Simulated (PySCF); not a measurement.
C2H6Be, charge -1, doublet, at a GFN2-xTB geometry (such geometries of metal compounds can be far from the true shape) (a state made from the parent by changing its charge; the spin is typed, not shown lowest) (in this run its highest filled SCF level lies above zero, so its values depend strongly on the basis, on diffuse functions most of all); B3LYP5/def2-SVPD run with PySCF.

The PySCF input:
```python
from pyscf import gto, scf, dft

mol = gto.Mole()
mol.atom = '''
    Be   -0.49330245    0.64118837   -0.51611087
    C     1.24574494    0.06247317   -0.90022893
    H     1.26363474   -1.03342580   -1.01743396
    H     1.91122315    0.26905777   -0.04599114
    H     1.79075906    0.44963440   -1.78247158
    C    -1.12804535   -0.21545763    1.02337050
    H    -1.11134760   -1.30872602    0.88284988
    H    -2.13882794    0.00278119    1.41830932
    H    -0.44842916   -0.02616823    1.87033152
'''
mol.basis = 'def2-svpd'
mol.charge = -1
mol.spin = 1
mol.verbose = 4
mol.build()

mf = dft.UKS(mol)
mf.xc = 'b3lyp5'
mf.kernel()
```

### Question
Predict the main parts of the log of this PySCF run.

### Answer

```
PySCF version 2.14.0

[INPUT] verbose = 4
[INPUT] num. atoms = 9
[INPUT] num. electrons = 23
[INPUT] charge = -1
[INPUT] spin (= nelec alpha-beta = 2S) = 1
[INPUT] symmetry False subgroup None
[INPUT] Mole.unit = angstrom
[INPUT] Symbol           X                Y                Z      unit          X                Y                Z       unit  Magmom
[INPUT]  1 Be    -0.493302450000   0.641188370000  -0.516110870000 AA   -0.932206527077   1.211670413556  -0.975308194211 Bohr   0.0
[INPUT]  2 C      1.245744940000   0.062473170000  -0.900228930000 AA    2.354116757663   0.118057181433  -1.701186127110 Bohr   0.0
[INPUT]  3 H      1.263634740000  -1.033425800000  -1.017433960000 AA    2.387923580086  -1.952891732060  -1.922671534232 Bohr   0.0
[INPUT]  4 H      1.911223150000   0.269057770000  -0.045991140000 AA    3.611688316429   0.508445496986  -0.086910658757 Bohr   0.0
[INPUT]  5 H      1.790759060000   0.449634400000  -1.782471580000 AA    3.384044178484   0.849685872183  -3.368383111021 Bohr   0.0
[INPUT]  6 C     -1.128045350000  -0.215457630000   1.023370500000 AA   -2.131696767589  -0.407155912148   1.933889968959 Bohr   0.0
[INPUT]  7 H     -1.111347600000  -1.308726020000   0.882849880000 AA   -2.100142593193  -2.473133749892   1.668344482305 Bohr   0.0
[INPUT]  8 H     -2.138827940000   0.002781190000   1.418309320000 AA   -4.041799034168   0.005255687400   2.680216174718 Bohr   0.0
[INPUT]  9 H     -0.448429160000  -0.026168230000   1.870331520000 AA   -0.847408298669  -0.049450787865   3.534414334941 Bohr   0.0

nuclear repulsion = 50.5725136344197
number of shells = 46
number of NR pGTOs = 142
number of NR cGTOs = 100
basis = def2-svpd
ecp = {}

******** <class 'pyscf.dft.uks.UKS'> ********
method = UKS
initial guess = minao
damping factor = 0
level_shift factor = 0
DIIS = <class 'pyscf.scf.diis.CDIIS'>
diis_start_cycle = 1
diis_space = 8
diis_damp = 0
SCF conv_tol = 1e-09
SCF conv_tol_grad = None
SCF max_cycles = 50
direct_scf = True
direct_scf_tol = 1e-13
number electrons alpha = 12  beta = 11
XC library pyscf.dft.libxc version 7.1.2
    S. Lehtola, C. Steigemann, M. J. T. Oliveira, and M. A. L. Marques,  SoftwareX 7, 1–5 (2018)
XC functionals = b3lyp5
    P. A. M. Dirac,  Math. Proc. Cambridge Philos. Soc. 26, 376 (1930)
    F. Bloch,  Z. Phys. 57, 545 (1929)
    A. D. Becke,  Phys. Rev. A 38, 3098 (1988)
    C. Lee, W. Yang, and R. G. Parr,  Phys. Rev. B 37, 785 (1988)
    B. Miehlich, A. Savin, H. Stoll, and H. Preuss,  Chem. Phys. Lett. 157, 200 (1989)
    S. H. Vosko, L. Wilk, and M. Nusair,  Can. J. Phys. 58, 1200 (1980)
radial grids:
    Treutler-Ahlrichs [JCP 102, 346 (1995); DOI:10.1063/1.469408] (M4) radial grids

becke partition: Becke, JCP 88, 2547 (1988); DOI:10.1063/1.454033
pruning grids: <function nwchem_prune>
grids dens level: 3
symmetrized grids: False
atomic radii adjust function: <function treutler_atomic_radii_adjust>
small_rho_cutoff = 0
Set gradient conv threshold to 3.16228e-05
tot grids = 100808
init E= -94.1501853468165

cycle= 1 E= -94.272286653703  delta_E= -0.122  |g|= 0.434  |ddm|= 2.37
cycle= 2 E= -94.1315451660395  delta_E= 0.141  |g|= 0.649  |ddm|= 5.85
cycle= 3 E= -94.3978509179702  delta_E= -0.266  |g|= 0.0135  |ddm|= 4.34
cycle= 4 E= -94.3980915246864  delta_E= -0.000241  |g|= 0.00607  |ddm|= 0.108
cycle= 5 E= -94.3981263273528  delta_E= -3.48e-05  |g|= 0.00127  |ddm|= 0.0299
cycle= 6 E= -94.3981294855589  delta_E= -3.16e-06  |g|= 0.000238  |ddm|= 0.0182
cycle= 7 E= -94.3981297159276  delta_E= -2.3e-07  |g|= 0.000138  |ddm|= 0.00962
cycle= 8 E= -94.3981297427668  delta_E= -2.68e-08  |g|= 2.31e-05  |ddm|= 0.00239
cycle= 9 E= -94.3981297441229  delta_E= -1.36e-09  |g|= 4.29e-06  |ddm|= 0.00121
cycle= 10 E= -94.3981297441505  delta_E= -2.76e-11  |g|= 1.8e-06  |ddm|= 0.000116
Extra cycle  E= -94.3981297441498  delta_E= 6.82e-13  |g|= 2.36e-06  |ddm|= 1.84e-05
converged SCF energy = -94.3981297441498  <S^2> = 0.75081091  2S+1 = 2.0008107
```
